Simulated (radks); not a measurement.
Results of a calculation; reference values are marked as such.
Hg XXXIX, configuration [Kr] 4d6. Code: a radial shooting solver on a logarithmic mesh with Libxc functionals. Model: Dirac Kohn-Sham, PBE, spin-unpolarised, spherical densities, point nucleus; open shells are shared between the two j in proportion to 2j + 1. Some entries of the table are withheld. Estimate them.

| orbital | occ. | eigenvalue (hartree) | <r^2> (bohr^2) |
|---|---|---|---|
| 1s1/2 | 2 | -3112.275 | 0.0003806 |
| 2s1/2 | 2 | -600.9674 | 0.005735 |
| 2p1/2 | 2 | -578.9290 | (1) |
| 2p3/2 | 4 | -507.3519 | (2) |
| 3s1/2 | 2 | -187.7030 | 0.03665 |
| 3p1/2 | 2 | -177.9484 | 0.03334 |
| 3p3/2 | 4 | -161.7967 | 0.03940 |
| 3d3/2 | 4 | (3) | (4) |
| 3d5/2 | 6 | (5) | (6) |
| 4s1/2 | 2 | -81.37242 | 0.1530 |
| 4p1/2 | 2 | -77.13494 | 0.1517 |
| 4p3/2 | 4 | -72.24415 | 0.1719 |
| 4d3/2 | 2.4 | -65.46060 | 0.1649 |
| 4d5/2 | 3.6 | -64.43641 | 0.1707 |

Answer. 
(1) 2p1/2 <r^2> (bohr^2): 0.004053
(2) 2p3/2 <r^2> (bohr^2): 0.005238
(3) 3d3/2 eigenvalue (hartree): -145.8932
(4) 3d3/2 <r^2> (bohr^2): 0.03006
(5) 3d5/2 eigenvalue (hartree): -142.4245
(6) 3d5/2 <r^2> (bohr^2): 0.03168
